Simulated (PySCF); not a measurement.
# `CO[C@H](CF)OCF`: 4 charge schemes on one density

C4H8F2O2.
Geometry (GFN2-xTB, Å), atoms numbered from 1 in this order:
```
atom  x, y, z in Å
C1    -1.8521   -0.4722    0.7812
O2    -0.8465   -0.5711   -0.2057
C3     0.2271    0.3113   -0.0297
C4    -0.1086    1.7611   -0.4067
F5    -0.6681    2.4160    0.6584
O6     1.2620   -0.0834   -0.8955
C7     1.7826   -1.3323   -0.6465
F8     2.5364   -1.3223    0.5040
H9    -2.3648    0.4923    0.7395
H10   -2.5586   -1.2703    0.5652
H11   -1.4321   -0.6089    1.7837
H12    0.5676    0.2878    1.0250
H13    0.8100    2.2867   -0.6760
H14   -0.8272    1.7872   -1.2299
H15    2.4564   -1.5749   -1.4735
H16    1.0082   -2.0981   -0.5050
```

Density: PBE0/pcSseg-1 (PySCF); schemes: Mulliken, IAO, Hirshfeld and ESP-fitted. Isolated species at its GFN2-xTB geometry (one conformer only).

Q: At which atom do the 4 schemes differ most?

A: At O6: from -0.511 (Mulliken) to -0.133 e (Hirshfeld), 0.378 e apart.

Q: For which atoms does the sign change between the 4 schemes (beyond +0.03 e in one, beyond −0.03 e in another)?

A: C4.

Q: Which atoms carry the highest charge in the Mulliken, IAO, Hirshfeld and ESP-fitted schemes?

A: The schemes don't all agree: Mulliken C7 (+0.377); IAO C3 (+0.257); Hirshfeld C3 (+0.103); ESP-fitted C3 (+0.395).

Q: Give the atomic charges in each scheme.

A: In e:

```
atom                     environment  Mulliken     IAO  Hirshfeld  ESP-fitted
  C1                  methoxy carbon    -0.036  -0.209     -0.039      -0.105
  O2                    ether oxygen    -0.518  -0.401     -0.142      -0.350
  C3  sp3 carbon bearing two oxygens    +0.277  +0.257     +0.103      +0.395
  C4                  sp3 C–F carbon    +0.196  +0.021     +0.014      -0.085
  F5                  alkyl fluorine    -0.338  -0.326     -0.112      -0.220
  O6                    ether oxygen    -0.511  -0.377     -0.133      -0.422
  C7                  sp3 C–F carbon    +0.377  +0.217     +0.087      +0.246
  F8                  alkyl fluorine    -0.344  -0.336     -0.133      -0.251
  H9                 methyl hydrogen    +0.113  +0.137     +0.038      +0.091
 H10                 methyl hydrogen    +0.123  +0.162     +0.054      +0.117
 H11                 methyl hydrogen    +0.101  +0.129     +0.042      +0.072
 H12                methine hydrogen    +0.103  +0.120     +0.030      +0.086
 H13              methylene hydrogen    +0.128  +0.158     +0.049      +0.129
 H14              methylene hydrogen    +0.114  +0.150     +0.048      +0.130
 H15              methylene hydrogen    +0.113  +0.158     +0.056      +0.104
 H16              methylene hydrogen    +0.104  +0.139     +0.039      +0.063
```

Mean size of the charges over all atoms: Mulliken 0.218 e, IAO 0.206 e, ESP-fitted 0.179 e, Hirshfeld 0.070 e. Each set sums to the total charge, 0, to within 0.001 e. The IAO scheme counts the electrons in orthogonalised intrinsic atomic orbitals, a minimal basis polarised so that it spans the occupied orbitals exactly. The Hirshfeld scheme divides the density at each point in proportion to the densities of the neutral, spherically averaged free atoms.

Q: How closely do the schemes follow one another over all atoms?

A: Correlation coefficient and root-mean-square difference: IAO with Hirshfeld 0.99, 0.151 e; Mulliken with Hirshfeld 0.97, 0.188 e; Hirshfeld with ESP-fitted 0.96, 0.138 e; IAO with ESP-fitted 0.95, 0.072 e; Mulliken with IAO 0.94, 0.089 e; Mulliken with ESP-fitted 0.93, 0.105 e.

Q: How many electrons does the Hirshfeld scheme count on C1?

A: Z − q = 6 − (-0.039) = 6.039.
